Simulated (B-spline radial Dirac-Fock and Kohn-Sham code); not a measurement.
**Auger decay of the 3p1/2 hole in W⁶⁺**

System: W⁶⁺, [Xe] 4f14, inside a Watson sphere of charge -6 and radius 1.6 Å (a model of the Madelung potential; inside it an electron's potential energy is raised by 54.0 eV).

Level of theory: independent-particle radiative and Coulomb Auger rates from relativistic LDA hole-state orbitals, with Dirac-Fock energies; a radial finite-basis atomic code. Kinetic energies are configuration averages from the vacuum level; the two-hole energies are estimated from single-hole states.

```tsv
transition	kinetic energy (eV)	width (meV)	share (%)
M2-M4N1	32.06	748	6.2
M2-M5N1	94.56	129	1.1
M2-M4N2	136.1	766	6.4
M2-M3N6	192.8	419	3.5
M2-M3N7	195.5	415	3.5
M2-M5N2	198.0	852	7.1
M2-M4N3	205.1	849	7.1
M2-M4N4	376.8	301	2.5
M2-M4N5	388.5	358	3.0
M2-M4O1	570.2	141	1.2
M2-M4N6	607.0	2020	16.8
M2-M4N7	608.3	3090	25.8
M2-M4O3	618.4	129	1.1
M2-N2N3	1583.7	123	1.0
M2-N2N4	1757.4	120	1.0
M2-N2N5	1766.0	195	1.6
```

Coster-Kronig rates are the weakest part of this model and often come out 1.5 to 2.5 times too large. The listed channels hold 89 % of the non-radiative rate. Summed by principal shells, of 12.0 eV in all: MMN 85.1 %, MNN 8.2 %, MMO 5.5 %, MNO 1.1 %.

Values without a named source are computed, but for edge energies of neutral atoms, which are taken from tables.
